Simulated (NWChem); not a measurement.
Molecule: SiNH2F, singlet; SMILES F[Si]N

```xyz
5

Si    -0.6431     0.0508     0.0000
F      0.4575     1.2754     0.0000
N      0.4635    -1.2576     0.0000
H      1.4761    -1.1585     0.0000
H      0.1656    -2.2277     0.0000
```
Atoms are numbered in this order, from 1.

Computed with NWChem. Low-valent species are run as closed-shell singlets; no triplet was tried in these runs. Geometry: optimised at PBE0/def2-SVP. Level M06-L/def2-SVP: energy and gradient on several grids; changes count from the extra-fine grid, which is no exact limit either.

```json
[
 {"grid": "xcoarse", "size of the energy change (μHa)": "2000", "largest change of a gradient component (μHa/bohr)": "2000"},
 {"grid": "coarse", "size of the energy change (μHa)": "200", "largest change of a gradient component (μHa/bohr)": "400"},
 {"grid": "medium", "size of the energy change (μHa)": "40", "largest change of a gradient component (μHa/bohr)": "300"},
 {"grid": "fine", "size of the energy change (μHa)": "< 10", "largest change of a gradient component (μHa/bohr)": "100"},
 {"grid": "xfine", "size of the energy change (μHa)": "< 10", "largest change of a gradient component (μHa/bohr)": "< 30"}
]
```
